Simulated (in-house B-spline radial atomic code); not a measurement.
Results of a calculation; reference values are marked as such.
## Making a Troullier-Martins s channel for Te, r_c = 2.11 bohr

Te, [Kr] 4d10 5s2 5p4, non-relativistic LDA (VWN5), spherical and spin-unpolarised, from a B-spline radial code for spherical atoms (atomic units). The all-electron 5s level is ε = -0.520997 hartree, its outermost node lies just inside 0.97 bohr and its outer maximum at 1.86 bohr.

Inside r_c the pseudo-orbital is u(r) = r^1 exp(p(r)), with p = c0 + c2 r² + c4 r⁴ + … + c12 r¹². The seven coefficients follow from p and its first four derivatives at r_c, from zero curvature of the screened potential at the origin, c4 = −c2²/(2l + 5), and from the norm inside r_c. At r_c the all-electron orbital has P = 0.754752, P' = -0.2176413, the screened potential V = -0.9238194, V' = 1.072545, V'' = -1.733342, and the norm inside is Q = 0.5204521.

(1) What are p, p' and p'' at r_c?

For a trial c2 the five matching conditions are linear in c0, c6, c8, c10 and c12, and c2 is varied until the norm inside r_c equals Q. The root nearest zero gives:

```csv
n,c_n
0,-1.760312
2,0.8768402
4,-0.1537698
6,-0.05887214
8,0.02461742
10,-0.00336578
12,0.000165286
```

(2) Check c4 and p(r_c), and find the screened pseudopotential at the origin.

Orbitals and screened potentials:

| r (bohr) | P | u | V all-electron | V pseudo |
| --- | --- | --- | --- | --- |
| 0.211 | 0.2218 | 0.03772 | -115.1 | 2.105 |
| 0.528 | -0.3283 | 0.1145 | -23.0 | 1.942 |
| 0.844 | -0.1823 | 0.2469 | -8.433 | 1.174 |
| 1.16 | 0.343 | 0.4552 | -3.976 | -0.2917 |
| 1.477 | 0.6742 | 0.6761 | -2.209 | -1.47 |
| 1.793 | 0.7823 | 0.7814 | -1.375 | -1.416 |
| 2.11 | 0.7548 | 0.7548 | -0.9238 | -0.9238 |

Logarithmic derivatives P'/P at R = 2.41 bohr, for energies E around ε:

| E − ε (hartree) | all-electron | pseudo |
| --- | --- | --- |
| -0.5 | 0.519162 | 0.514944 |
| -0.25 | 0.105493 | 0.103658 |
| -0.1 | -0.223373 | -0.223805 |
| 0 | -0.49636 | -0.49636 |
| 0.1 | -0.833072 | -0.833872 |
| 0.25 | -1.53093 | -1.53977 |
| 0.5 | -4.02152 | -4.16004 |

(3) With P(R) = 0.669193 and a norm of 0.6739225 inside R, what slope in energy does norm conservation fix?

## Answers

(1) p = ln(P/r_c^1) = ln(0.754752/2.11) = -1.02805. p' = P'/P − 1/r_c = -0.28836 − 0.47393 = -0.76229. The radial equation gives p'' = 2(V − ε) − 2(1) p'/r_c − p'² = -0.80564 − (-0.72255) − 0.58109 = -0.66418. Differentiating, p''' = 2V' + 2(1)p'/r_c² − 2(1)p''/r_c − 2p'p'' = 1.4196, and p'''' = 2V'' − 4(1)p'/r_c³ + 4(1)p''/r_c² − 2(1)p'''/r_c − 2p''² − 2p'p''' = -3.8024.

(2) −c2²/5 = -0.15377, as listed. The terms c_n r_c^n are -1.76031, 3.90378, -3.04790, -5.19523, 9.67169, -5.88722, 1.28714, which sum to -1.02805. Inverting the radial equation, V_l(r) = ε + 1 p'/r + (p'' + p'²)/2, so V_l(0) = ε + (2l + 3) c2 = -0.520997 + 3 × (0.87684) = 2.1095 hartree, finite where the all-electron potential diverges.

(3) d(P'/P)/dE = −2 × (norm inside R)/P(R)² = -3.0098 per hartree·bohr at E = ε, for both atoms, since orbital and norm agree at R. Differences over ±0.1 hartree give -3.0485 (all-electron) and -3.0503 (pseudo), which also hold third-order terms. Half a hartree below ε the two curves differ by -0.0042.
